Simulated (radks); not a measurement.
Values are calculated unless marked as measured or tabulated.
Spherical quantum dot in the effective-mass picture: electrons in a parabolic well V = omega^2 r^2 / 2 with omega = 0.96, all in effective atomic units (hartree* = m*/eps^2 hartree, bohr* = eps/m* bohr), one dielectric constant everywhere. Level of theory: non-relativistic Kohn-Sham, r2SCAN, spin-polarised, spherical densities, generalised Kohn-Sham scheme (a radial shooting solver with Libxc functionals). Levels are named by radial order and angular momentum (1s, 1p, 1d, 2s, ...), and open shells are averaged over m. Results are scaled to m* = 0.096 and eps = 10.9, for which hartree* = 21.99 meV and bohr* = 6.008 nm.

N = 27, configuration 1s2 1p6 1d10 2s2 1f(up 7, down 0). This is the lowest configuration that the search found. Occupied and some empty levels:

level    occupation  eigenvalue (meV)  <r> (nm)
1s up             1            269.41     11.17
1s down           1            269.94     10.72
1p up             3            277.96     13.81
1p down           3            279.34     13.45
1d up             5            287.89     15.56
1d down           5            289.95     15.37
2s up             1            290.53     13.07
2s down           1            292.07     13.33
1f up             7            299.16     16.91
1f down           0            301.68     16.83
2p up             0            303.67     14.65
2p down           0            305.09     14.80
1g up             0            311.64     18.05
1g down           0            314.46     18.04
2d up             0            317.40     16.17
2d down           0            319.10     16.18

Energy (meV): total 4981.03, kinetic 517.90, external 1838.4, Hartree 2892.5, exchange-correlation -267.70.
